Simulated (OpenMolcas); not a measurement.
# S I: effect of the active space

```yaml
Program: OpenMolcas
Method: XMS-CASPT2 or its RAS form, IPEA 0.25 Eh, imaginary shift 0.1 Eh
Basis: ANO-RCC-VTZP
Scalar_Hamiltonian: DKH2, point nucleus
Spin-orbit_coupling: RASSI with atomic mean-field integrals over the reference wave functions, term energies averaged over their components
```

A. 4 electrons in 3 orbitals (3p); 2S+1 = 3 even, 3 roots; 2S+1 = 1 even, 6 roots; closed shells correlated: 2s 2p 3s; CASPT2 step roughly 0.9 core-seconds
B. 6 electrons in 4 orbitals (3s 3p); 2S+1 = 3 even, 3 roots; 2S+1 = 1 even, 6 roots; 2S+1 = 3 odd, 3 roots (0 in the spin-orbit step); closed shells correlated: 2s 2p; CASPT2 step of the order of 1.1 core-seconds
C. 6 electrons in 8 orbitals (3s 3p 4s 4p); 2S+1 = 3 even, 3 roots; 2S+1 = 1 even, 6 roots; 2S+1 = 3 odd, 3 roots (0 in the spin-orbit step); closed shells correlated: 2s 2p; CASPT2 step roughly 5 core-seconds
D. 6 electrons in 9 orbitals (RAS2 3s 3p; RAS3 3d, at most 2 electrons); 2S+1 = 3 even, 3 roots; 2S+1 = 1 even, 6 roots; 2S+1 = 3 odd, 3 roots; closed shells correlated: 2s 2p; CASPT2 step of the order of 10 core-seconds

Energies in cm-1 above 3s2 3p4 3P2, the measured ground level; measured values from NIST Handbook of Basic Atomic Spectroscopic Data.

| Level | A | B | C | D | Measured |
| --- | --- | --- | --- | --- | --- |
| 3s2 3p4 3P2 | 0.0 | 0.0 | 0.0 | 0.0 | 0.0 |
| 3s2 3p4 3P1 | 368 | 368 | 355 | 357 | 396 |
| 3s2 3p4 3P0 | 538 | 538 | 518 | 522 | 574 |
| 3s2 3p4 1D2 | 9710 | 9850 | 10020 | 9680 | 9239 |
| 3s2 3p4 1S0 | 23650 | 23350 | 23550 | 22960 | 22180 |

Deviations, from unrounded energies. A percentage is the sum of absolute deviations over the sum of measured energies, with the sign that they share, or ± where signs differ.

```tsv
Against measurement	Levels	A	B	C	D
mean absolute deviation (cm-1)	4	500	460	560	330
fine structure of the ground term (%)	2	-6.5	-6.5	-10.1	-9.4
other terms of the ground configuration (%)	2	+6.2	+5.7	+6.8	+3.9
```

D lies closest to measurement on these levels and C furthest from it. The largest miss of D in the table is 3s2 3p4 1S0, by +780 cm-1. The ranking rests on the paired levels alone, and a cruder setting can come out closer through cancelling errors.

The two smallest mean deviations differ by little beside CASPT2's spread within terms, so their order carries little weight.

Among A to D the level of the table that moves most is 3s2 3p4 1S0, by 690 cm-1 (lowest in D, highest in A). Moves below CASPT2's spread within the term are not significant.

CASPT2 does not keep the components of a term degenerate, so their means are used; among the terms shown or strongly mixed into the levels shown the widest spread is 1500 cm-1 (3s2 3p4 1D, A). With the s shell closed, the reference lacks s² → p² mixing (holds for A). No level of 3s 3p5 was computed, though it lies in the active space (holds for B; C). Active for correlation alone: 4p 4s; no level in the range computed is led by a configuration that fills them, so any true level of that kind is missing (holds for C). Active for correlation alone: 3d; no level in the range computed is led by a configuration that fills it, so any true level of that kind is missing (holds for D). Computed and measured levels are paired by configuration, term and J; levels that our copy of the source lacks, or whose pairing is in doubt (as where it misses far off the trend of its configuration), stay unpaired and out of the deviations. Levels of configurations outside the active space are missing. The table leaves out levels that lie high or whose names do not pair safely across all columns.
